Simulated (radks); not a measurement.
The numbers below are computed, except where a source is named.
Fractional charge and spin in the 5s shell of technetium: the spin-up occupation runs from 0 to 1 and the spin-down occupation from 0 to 1; the fullest corner is Tc, [Kr] 4d(up 2.5, down 2.5) 5s(up 1, down 1). Code: a radial shooting solver on a logarithmic mesh with Libxc functionals. Model: scalar-relativistic Kohn-Sham, BLYP, spin-polarised, spherical densities, finite nucleus; Fermi nuclear charge, rms radius of each element as measured or else 0.836 A^(1/3) + 0.57 fm. Energy (eV) above the fullest corner. The planes named below are the two flat planes that join the four corners, with an edge along up + down = one added electron.

down \ up       0     0.5      1
0          23.093  14.667  7.966
0.5        14.667   8.123  3.216
1           7.966   3.216  0.000

Corners above the fullest one (they belong to Tc+ and the next ion): (up 1, down 0) 7.966 eV, (up 0, down 1) 7.966 eV, (up 0, down 0) 23.093 eV. With half an added electron in each spin the energy lies 0.157 eV from the planes, and with half an added electron in spin up alone -0.863 eV. The planes are only a guide here: the flat-plane condition holds for ground states with one frontier orbital, while other shells are open and held unpolarised.
